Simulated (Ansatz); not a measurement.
A nudged elastic band was laid between two geometries of AlClH₅NO (9 atoms, charge 0, multiplicity 1).

Computed with Ansatz 0.2.0, RKS PBE0/6-31G*.

```
movable images  : 9
climbing image  : yes
spring          : 5.0 eV/Å²
optimiser       : quadratic models (default)
start path      : through a guess of the saddle point
force threshold : 0.05 eV/Å
iteration limit : 43
end points      : relaxed
```

First end point:

```xyz
9
Properties=species:S:1:pos:R:3
Al 0.079 0.024 0.070
H -0.004 -0.791 1.437
N 1.570 0.013 -0.902
H 2.458 -0.330 -0.564
H 1.622 0.223 -1.889
Cl -1.725 0.239 -1.108
O -0.197 1.841 0.934
H -0.928 2.278 0.464
H -0.490 1.711 1.850
```

Last end point:

```xyz
9
Properties=species:S:1:pos:R:3
Al 0.092 0.642 -0.690
H -0.711 0.124 2.983
N 1.669 0.104 -1.255
H 1.821 -0.702 -1.843
H 2.540 0.559 -1.023
Cl -1.634 -0.403 -1.294
O -0.028 2.001 0.331
H -0.887 2.302 0.641
H -0.477 0.581 2.444
```

Task: What changes between the two ends?

Result: Bonds broken: Al1–H2, O7–H9. Bonds formed: H2–H9. AlClH5NO becomes AlClH3NO + H2.

Task: Give the energies along the band, and the barrier.

Result: The forces met the threshold. The highest image is number 5 of 0 to 10, 0.83 eV above the first end and 1.00 eV above the last; the last end lies 0.17 eV below the first. Beside the main top the profile has a ripple of under 15 meV (maxima at images 2, 5), which may be a very shallow well or noise. A vibrational analysis at the climbing image gives one clearly imaginary mode, 1289i cm⁻¹: a first-order saddle point. The orbitals stay closed-shell, which can raise the energy where a bond breaks towards radicals; this wasn't checked here.

| image | path coordinate (Å) | energy (eV) | Al1–H2 (Å) | O7–H9 (Å) | H2–H9 (Å) |
| --- | --- | --- | --- | --- | --- |
| 0 | 0.00 | 0.00 | 1.59 | 0.97 | 2.58 |
| 1 | 0.88 | 0.04 | 1.59 | 0.97 | 2.78 |
| 2 | 1.76 | 0.12 | 1.59 | 0.97 | 2.75 |
| 3 | 2.64 | 0.11 | 1.59 | 0.97 | 2.66 |
| 4 | 3.52 | 0.12 | 1.61 | 0.97 | 2.06 |
| 5 | 4.40 | 0.83 | 1.78 | 1.24 | 1.06 |
| 6 | 4.98 | 0.11 | 2.13 | 1.86 | 0.77 |
| 7 | 5.56 | -0.13 | 2.60 | 2.39 | 0.75 |
| 8 | 6.14 | -0.16 | 3.11 | 2.65 | 0.75 |
| 9 | 6.72 | -0.17 | 3.49 | 2.61 | 0.74 |
| 10 | 7.30 | -0.17 | 3.80 | 2.59 | 0.74 |

Task: What is the geometry of the highest image?

Result: 
```xyz
9
Properties=species:S:1:pos:R:3
Al 0.038 0.314 -0.074
H -0.030 0.069 1.684
N 1.579 0.035 -0.891
H 1.703 -0.640 -1.632
H 2.466 0.429 -0.611
Cl -1.730 -0.490 -0.916
O -0.262 1.988 0.666
H -1.127 2.404 0.530
H -0.252 1.099 1.536
```

The band took 15 iterations and roughly 9 core-minutes.

Run time: 9.3 min on 1 thread of Arm Neoverse V1, with other jobs on the host, peak memory 0.17 GiB.
